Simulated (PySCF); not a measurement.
Record of a relaxation.

Compound: C₃H₂Br₂S.
Bonds: S1–C2 (double), C2–C3 (double), C3–Br4, C3–C5, C5–Br6. Hydrogens: H7, H8 on C5.

Computed by this run: PBE0-D3(BJ)/def2-SVP geometry optimisation, gas phase (PySCF); density fitting, grid level 1; the optimiser is geomeTRIC in internal coordinates, started from a GFN2-xTB structure with every atom displaced at random (about 0.01 Å). The frame can shift and turn from step to step; on so coarse a grid that alone can change the energy by a few meV, and forces under 0.02 eV/Å are noise.

Step 0: E = -154023.9081 eV, largest atomic force 1.528 eV/Å
```
atom  x, y, z in Å  |  force x, y, z in eV/Å
S1      2.993   -0.727    0.185   -1.421   0.556  -0.070
C2      1.540   -0.110    0.058    1.365  -0.451  -0.073
C3      0.341    0.420   -0.101    0.432   0.770   0.197
Br4     0.280    2.355    0.020   -0.012  -0.792  -0.030
C5     -0.917   -0.317   -0.246    0.063   0.178   0.938
Br6    -1.824   -0.582    1.515    0.083   0.048  -0.369
H7     -0.744   -1.310   -0.638   -0.025  -0.444  -0.218
H8     -1.613    0.252   -0.844   -0.485   0.135  -0.374
```

Step 1: E = -154023.9484 eV, largest atomic force 0.459 eV/Å
```
atom  x, y, z in Å  |  force x, y, z in eV/Å
S1      2.843   -0.939    0.201   -0.151   0.361  -0.029
C2      1.552   -0.078    0.047    0.112  -0.445  -0.021
C3      0.374    0.502   -0.093   -0.051   0.059   0.015
Br4     0.231    2.380    0.009    0.091   0.002   0.030
C5     -0.878   -0.282   -0.230    0.059  -0.003   0.164
Br6    -1.781   -0.573    1.495   -0.010   0.035  -0.046
H7     -0.678   -1.283   -0.632   -0.036   0.037  -0.031
H8     -1.607    0.253   -0.849   -0.014  -0.047  -0.083
```

Step 2: E = -154023.9715 eV, largest atomic force 0.328 eV/Å
```
atom  x, y, z in Å  |  force x, y, z in eV/Å
S1      2.895   -0.860    0.180    0.061   0.127  -0.001
C2      1.554   -0.090    0.041   -0.100  -0.309  -0.048
C3      0.365    0.472   -0.086    0.021  -0.029   0.018
Br4     0.298    2.352    0.038   -0.061   0.083   0.019
C5     -0.898   -0.293   -0.226    0.058   0.136   0.082
Br6    -1.833   -0.544    1.486    0.000   0.020  -0.020
H7     -0.715   -1.299   -0.622    0.016  -0.001  -0.002
H8     -1.610    0.244   -0.864    0.005  -0.027  -0.048
```

Step 3: E = -154023.9845 eV, largest atomic force 0.202 eV/Å
```
atom  x, y, z in Å  |  force x, y, z in eV/Å
S1      2.944   -0.800    0.139    0.156  -0.077   0.007
C2      1.553   -0.124    0.032   -0.175   0.095  -0.031
C3      0.364    0.443   -0.068    0.072   0.018   0.018
Br4     0.309    2.330    0.077   -0.019  -0.052   0.019
C5     -0.906   -0.297   -0.217   -0.057   0.071  -0.047
Br6    -1.888   -0.494    1.471   -0.002   0.000   0.006
H7     -0.730   -1.310   -0.597    0.014  -0.043   0.035
H8     -1.592    0.233   -0.889    0.012  -0.012  -0.006
```

Step 4: E = -154023.9866 eV, largest atomic force 0.055 eV/Å
```
atom  x, y, z in Å  |  force x, y, z in eV/Å
S1      2.956   -0.789    0.123    0.018  -0.029  -0.003
C2      1.555   -0.127    0.027   -0.020   0.047  -0.020
C3      0.365    0.439   -0.064    0.025  -0.015   0.020
Br4     0.305    2.321    0.100   -0.008   0.008   0.017
C5     -0.907   -0.298   -0.218   -0.029  -0.001  -0.041
Br6    -1.904   -0.474    1.464   -0.001   0.004   0.003
H7     -0.730   -1.317   -0.582    0.006  -0.012   0.030
H8     -1.586    0.225   -0.903    0.009  -0.003  -0.005
```

Step 5: E = -154023.9885 eV, largest atomic force 0.088 eV/Å
```
atom  x, y, z in Å  |  force x, y, z in eV/Å
S1      2.965   -0.782    0.094   -0.072   0.009  -0.004
C2      1.558   -0.127    0.019    0.086   0.010  -0.015
C3      0.366    0.437   -0.057   -0.034  -0.010   0.018
Br4     0.295    2.316    0.137    0.009   0.009   0.007
C5     -0.905   -0.300   -0.219    0.011  -0.039  -0.003
Br6    -1.927   -0.443    1.452   -0.002   0.006  -0.003
H7     -0.723   -1.329   -0.554    0.001   0.015   0.009
H8     -1.573    0.209   -0.925    0.001   0.001  -0.009
```

Step 6: E = -154023.9894 eV, largest atomic force 0.075 eV/Å
```
atom  x, y, z in Å  |  force x, y, z in eV/Å
S1      2.966   -0.781    0.070   -0.057   0.014   0.000
C2      1.559   -0.122    0.014    0.073  -0.010  -0.013
C3      0.365    0.438   -0.049   -0.038   0.001   0.012
Br4     0.288    2.315    0.162    0.009   0.011   0.002
C5     -0.903   -0.303   -0.217    0.019  -0.030   0.019
Br6    -1.945   -0.423    1.442   -0.001   0.003  -0.007
H7     -0.713   -1.336   -0.535   -0.002   0.012  -0.006
H8     -1.562    0.195   -0.939   -0.003  -0.001  -0.007
```

Step 7: E = -154023.9897 eV, largest atomic force under 0.02 eV/Å
```
atom  x, y, z in Å  |  force x, y, z in eV/Å
S1      2.964   -0.781    0.057   -0.014   0.005   0.002
C2      1.560   -0.118    0.011    0.016  -0.007  -0.007
C3      0.364    0.440   -0.043   -0.013   0.007   0.004
Br4     0.285    2.316    0.174    0.003   0.000   0.001
C5     -0.901   -0.305   -0.216    0.009  -0.007   0.015
Br6    -1.955   -0.417    1.436    0.001   0.000  -0.004
H7     -0.706   -1.339   -0.526    0.000   0.004  -0.007
H8     -1.556    0.187   -0.946   -0.001  -0.002  -0.004
```

Question: Summarise the path.

Answer: The energy falls by 1.88 kcal/mol from step 0 to step 7; nine tenths of that is first reached at step 3. It falls at every step. The largest force goes from 1.528 to under 0.02 eV/Å. Among the bonds C3–Br4 changes most, from 1.939 to 1.890 Å; the atoms move by 0.127 Å rms after alignment.

Question: Follow the three bonds and two angles with the largest change from start to end.

Answer: 
```csv
step,E above end (kcal/mol),largest force (eV/Å),C3–Br4 (Å),C5–Br6 (Å),S1=C2 (Å),H7–C5–H8 (°),C2–C3–Br4 (°)
0,1.88,1.528,1.939,1.998,1.583,112.7,114.9
1,0.95,0.459,1.886,1.969,1.559,111.1,120.0
2,0.42,0.328,1.886,1.967,1.553,110.3,116.7
3,0.12,0.202,1.893,1.963,1.550,109.6,116.7
4,0.07,0.055,1.890,1.963,1.552,109.6,116.7
5,0.03,0.088,1.890,1.963,1.554,109.8,116.9
6,0.01,0.075,1.890,1.963,1.554,109.9,116.9
7,0.00,under 0.02,1.890,1.963,1.554,109.9,116.9
```

What follows is the cost of the whole optimisation. On one thread, Arm Neoverse V2 (aarch64), shared host, this took 73 s wall and 0.58 GiB of memory at its peak.
